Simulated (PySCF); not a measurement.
# Induced dipoles and field energies

C6H5ClO.
SMILES with atom numbers: `[OH:1][c:2]1[cH:3][cH:4][cH:5][cH:6][c:7]1[Cl:8]` (hydrogens: H9 on O1; H10 on C3; H11 on C4; H12 on C5; H13 on C6)

Geometry (GFN2-xTB, Å), atoms numbered from 1 in this order:
```
atom  x, y, z in Å
O1     2.4136   -0.3361   -0.3781
C2     1.0853   -0.1938   -0.1975
C3     0.2166   -1.1421   -0.7298
C4    -1.1482   -1.0158   -0.5568
C5    -1.6714    0.0551    0.1488
C6    -0.8229    1.0082    0.6857
C7     0.5413    0.8794    0.5100
Cl8    1.6311    2.0695    1.1764
H9     2.8682    0.4042    0.0546
H10    0.6415   -1.9694   -1.2755
H11   -1.8076   -1.7600   -0.9767
H12   -2.7371    0.1531    0.2835
H13   -1.2148    1.8483    1.2377
```

Level: CAM-B3LYP/def2-SVPD (PySCF); nuclei fixed, core orbitals frozen in the response. Permanent dipole (-1.106, 0.021, 0.093) D (1 au = 2.5417 D). Static polarisability (au):

```
x   103.24   9.51   2.37
y     9.51  88.00  21.96
z     2.37  21.96  65.33
```

Only the terms in μ and α are kept: μ(F) = μ + αF and ΔE = −μ·F − ½ F·αF.

**Question.** What do fields of 0.257 V/Å (0.005 au) along the six axis directions do?

**Answer.** 
```json
{"field along": "+x", "induced x (D)": "1.312", "induced y (D)": "0.121", "induced z (D)": "0.030", "total size (D)": "0.279", "−μ·F (kJ/mol)": "+5.712", "−½F·αF (kJ/mol)": "-3.388"}
{"field along": "−x", "induced x (D)": "-1.312", "induced y (D)": "-0.121", "induced z (D)": "-0.030", "total size (D)": "2.421", "−μ·F (kJ/mol)": "-5.712", "−½F·αF (kJ/mol)": "-3.388"}
{"field along": "+y", "induced x (D)": "0.121", "induced y (D)": "1.118", "induced z (D)": "0.279", "total size (D)": "1.551", "−μ·F (kJ/mol)": "-0.108", "−½F·αF (kJ/mol)": "-2.888"}
{"field along": "−y", "induced x (D)": "-0.121", "induced y (D)": "-1.118", "induced z (D)": "-0.279", "total size (D)": "1.657", "−μ·F (kJ/mol)": "+0.108", "−½F·αF (kJ/mol)": "-2.888"}
{"field along": "+z", "induced x (D)": "0.030", "induced y (D)": "0.279", "induced z (D)": "0.830", "total size (D)": "1.449", "−μ·F (kJ/mol)": "-0.480", "−½F·αF (kJ/mol)": "-2.144"}
{"field along": "−z", "induced x (D)": "-0.030", "induced y (D)": "-0.279", "induced z (D)": "-0.830", "total size (D)": "1.379", "−μ·F (kJ/mol)": "+0.480", "−½F·αF (kJ/mol)": "-2.144"}
```

**Question.** For the field (0.0035, 0.0005, 0.0025) au, what is the induced dipole, and what angle does it make with the field?

**Answer.** αF = (0.946, 0.336, 0.464) D, at 14.4° to the field. The polarisability along this direction, F·αF/F², is 97.32 au, against a mean of 85.52 au.

**Question.** Which field along μ doubles the dipole in that direction (linear response)?

**Answer.** The polarisability along the dipole is 102.28 au, so F = 0.4367 au / 102.28 au = 0.0043 au = 0.22 V/Å; higher-order terms are ignored.

**Question.** What field makes μF equal to kT at 298 K?

**Answer.** kT = 0.9437 × 10⁻³ Eh, so F = 0.00216 au = 11.1 MV/cm.

**Question.** Induction energy −ᾱe²/2R⁴ of a unit charge at 10 Å, the molecule taken as a point?

**Answer.** R = 18.90 bohr, so the energy is −85.5/(2 × 18.90⁴) Eh = -0.88 kJ/mol. The charge–dipole term at its most favourable orientation, −μe/R², is -3.21 kJ/mol.

The structure is a single GFN2-xTB conformer in the gas phase; no vibrational or solvent corrections.
